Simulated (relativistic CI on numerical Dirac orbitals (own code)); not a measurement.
Slater and spin-orbit integrals, Se9+

Calculated at this level of theory: Dirac-Coulomb-Breit CI, separate exchange-only KLI orbitals for each configuration, QED by a radiative potential, unscaled Slater integrals (own radial code, finite nucleus).

Slater integrals F^k, G^k are unscaled and averaged over j, outside the closed core [Ne]; ζ comes from projecting the Hamiltonian with its Breit term on Σ l·s of the shell.

- 3s2 3p6 3d7: F^2(3d,3d) = 177080, F^4(3d,3d) = 112400, ζ(3d) = 3141.8 cm⁻¹; <r>(3d) = 0.554, <r^2>(3d) = 0.368 (bohr units).
- 3s2 3p5 3d8: ζ(3p) = 34013, F^2(3d,3d) = 176610, F^4(3d,3d) = 112090, F^2(3p,3d) = 172070, G^1(3p,3d) = 204500, G^3(3p,3d) = 128870, ζ(3d) = 3074.5 cm⁻¹; <r>(3p) = 0.5615, <r^2>(3p) = 0.3662, <r>(3d) = 0.5552, <r^2>(3d) = 0.3697 (bohr units).
- 3s2 3p4 3d9: F^2(3p,3p) = 177560, ζ(3p) = 34082, F^2(3p,3d) = 171800, G^1(3p,3d) = 204330, G^3(3p,3d) = 128700, ζ(3d) = 3008.8 cm⁻¹; <r>(3p) = 0.562, <r^2>(3p) = 0.3669, <r>(3d) = 0.5565, <r^2>(3d) = 0.3716 (bohr units).

(1) Give the Racah parameters of the d shell in 3s2 3p6 3d7.

Averages of the first 10 configurations, taken without configuration mixing, which lowers the lowest level and can move excited configurations by several eV; other configurations of the list can lie among them:

```
    Configuration  Parity  States  Average energy above the lowest level (eV)
      3s2 3p6 3d7    even     120                                         6.5
      3s2 3p5 3d8     odd     270                                       116.2
      3s2 3p4 3d9    even     150                                       228.2
   3s2 3p6 3d6 4s    even     420                                       102.9
       3s 3p6 3d8    even      90                                       184.9
   3s2 3p6 3d6 4p     odd    1260                                       122.0
  3s2 3p6 3d5 4s2    even     252                                       211.2
   3s2 3p6 3d6 4d    even    2100                                       151.5
          3p6 3d9    even      10                                       366.5
3s2 3p6 3d5 4s 4p     odd    3024                                       228.6
```

Answers

(1) B = F²/49 − 5F⁴/441 = 2339 cm⁻¹ and C = 35F⁴/441 = 8920 cm⁻¹.
